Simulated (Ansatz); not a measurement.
Isolated molecules relaxed with PBE0-D4/def2-TZVP in Ansatz; ΔE leaves out vibrations. CCSD(T)/CBS is the MP2 limit (def2-TZVPP, def2-QZVPP) plus CCSD(T) − MP2 in def2-TZVPP, frozen cores. This one scheme is used for every species. Functionals use def2-TZVPP. Elements past krypton have def2 core potentials. For Zr outer-core shells are correlated without core-valence functions, which leaves a few kJ/mol of doubt a bond. One conformer a species, not always the lowest.

Reaction (ligand exchange at a Zr–O bond): `[NH2][Zr]([OH])([OH])[Cl]` + H–F → `[NH2][Zr]([OH])([F])[Cl]` + H₂O

`[NH2][Zr]([OH])([OH])[Cl]`:

Cartesian coordinates in Å:
```
N -1.572 0.599 0.007
Zr 0.304 -0.106 -0.269
O 1.500 1.147 0.544
O 0.343 -1.886 0.433
Cl 0.794 -0.207 -2.602
H -2.408 0.035 0.067
H -1.821 1.572 0.122
H 2.254 1.585 0.927
H 0.605 -2.738 0.770
```

H–F:

```xyz
2

F    -0.171   -0.135    0.405
H     0.171    0.135   -0.405
```

`[NH2][Zr]([OH])([F])[Cl]`:

```xyz
8

N     0.945    1.112   -0.397
Zr   -0.116   -0.358    0.479
O    -1.590   -0.710   -0.673
F    -0.615    0.221    2.228
Cl    1.246   -2.286    0.729
H     0.836    1.432   -1.349
H     1.679    1.648    0.049
H    -2.385   -1.058   -1.066
```

H₂O:

Cartesian coordinates in Å:
```
O -0.034 -0.263 -0.285
H -0.732 0.087 0.272
H 0.766 0.175 0.013
```

Q: Is it downhill or uphill in electronic energy at CCSD(T)/CBS, and by how much? (Estimate.)

A: The calculation gave: Downhill: ΔE = -45.5 kJ/mol.

Q: What do these levels give: PBE, BLYP, PBE0, LC-ωPBE, CCSD/def2-TZVPP, HF/CBS(def2)? (Best estimate.)

A: Computed: PBE -56.0, BLYP -58.1, PBE0 -52.6, LC-ωPBE -54.8, CCSD/def2-TZVPP -45.9, HF/CBS(def2) -53.4 kJ/mol.

Q: What do rigid-rotor, harmonic-oscillator terms from PBE0-D4/def2-TZVP frequencies (298.15 K, 1 bar) make of the CCSD(T)/CBS value? (Best estimate.)

A: Computed: ΔZPE = +4.6 kJ/mol, ΔH = -42.4 kJ/mol, ΔS = -1 J/(mol·K), ΔG = -42.2 kJ/mol.

Largest T1 diagnostic among the species: 0.016.

From PBE to PBE0 (25 % exact exchange), in def2-TZVPP and without D4, ΔE moves by +3.4 kJ/mol. Leaving LDA and LC-ωPBE aside and taking each functional with its dispersion term where it has one, the values, not all of them listed here, spread over 9.2 kJ/mol, from B97M-V to PBE-QIDH. LDA lies +8.1 kJ/mol from PBE without D4. In def2-TZVPP, CCSD(T) changes the Hartree–Fock value by +6.4 kJ/mol (the triples alone add +0.4 kJ/mol) and MP2 by +9.8 kJ/mol.
